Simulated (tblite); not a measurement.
Species: C₉H₁₁O (charge +1).
Numbering: `[CH3:1][O:2][c+:3]1[cH:4][cH:5][cH:6][cH:7][c:8]([CH3:9])[cH:10]1` (hydrogens: H11, H12, H13 on C1; H14 on C4; H15 on C5; H16 on C6; H17 on C7; H18, H19, H20 on C9; H21 on C10)
Bond orders are those of one Lewis drawing.

Computed with GFN2-xTB (tblite), gas phase: L-BFGS steps from a force-field or distance-geometry start until the largest atomic force falls under 0.01 eV/Å.

Geometry at step 34:
```
atom  x, y, z in Å
C1      3.2191   -1.0759   -0.0633
O2      1.8295   -1.3538    0.0138
C3      0.9121   -0.4194    0.1103
C4      1.2255    0.9322    0.3881
C5      0.4199    2.0295    0.2649
C6     -0.9142    2.1089   -0.1783
C7     -1.8193    1.0875   -0.3026
C8     -1.6182   -0.2974   -0.0732
C9     -2.8174   -1.1865   -0.0792
C10    -0.3982   -0.9314    0.0565
H11     3.6440   -0.8922    0.9282
H12     3.6620   -1.9854   -0.4753
H13     3.4244   -0.2310   -0.7277
H14     2.2342    1.0897    0.7432
H15     0.8771    2.9742    0.5231
H16    -1.2848    3.1063   -0.3806
H17    -2.8348    1.3694   -0.5662
H18    -3.7309   -0.6600    0.1909
H19    -2.6746   -2.0319    0.5935
H20    -2.9482   -1.6001   -1.0835
H21    -0.4161   -2.0157    0.1171
```

**Question.** Give the atomic forces at this geometry.

**Answer.** 
```tsv
atom	Fx (eV/Å)	Fy (eV/Å)	Fz (eV/Å)
C1	0.044	0.001	-0.023
O2	-0.013	-0.029	-0.042
C3	-0.060	-0.042	0.077
C4	0.065	-0.030	-0.047
C5	-0.020	0.011	0.047
C6	-0.029	-0.081	-0.004
C7	-0.006	-0.139	0.016
C8	-0.073	-0.081	-0.004
C9	0.018	-0.001	-0.022
C10	-0.082	-0.016	0.024
H11	-0.053	0.017	-0.040
H12	0.004	0.102	0.051
H13	0.008	-0.079	0.054
H14	0.083	0.152	-0.045
H15	0.026	0.096	-0.024
H16	0.031	0.001	0.054
H17	0.101	-0.045	0.011
H18	0.094	0.002	-0.039
H19	-0.048	0.073	-0.036
H20	-0.048	0.064	0.063
H21	-0.042	0.023	-0.070
```

The largest, 0.18 eV/Å, acts on H14; the rms over all components is 0.056 eV/Å. The forces sum to zero within rounding, as they must for an isolated molecule in no field.

**Question.** Give the force on H14 in Eh/bohr and in nN.

**Answer.** 0.179 eV/Å ÷ 51.422 = 0.00348 Eh/bohr, and 0.179 eV/Å × 1.602 = 0.29 nN.

**Question.** How far is this geometry from the end of the optimisation?

**Answer.** 0.067 eV above it, and 0.414 Å rms away after alignment. The bonds farthest from their final lengths, with half the difference of the two atoms' forces along the bond (positive lengthens):

```csv
bond,now (Å),final (Å),force along bond (eV/Å)
C3–C10,1.408,1.413,+0.01
C9–H19,1.090,1.085,-0.04
C8–C9,1.493,1.489,-0.06
C9–H20,1.094,1.090,-0.05
C1–H12,1.092,1.089,-0.06
O2–C3,1.313,1.316,+0.02
```

The angle farthest from its final value is C8–C9–H18, 112.7° against 110.1°.

What follows is the cost of the whole relaxation. The run took 1.2 s wall on one thread of an Arm Neoverse V1, shared host.
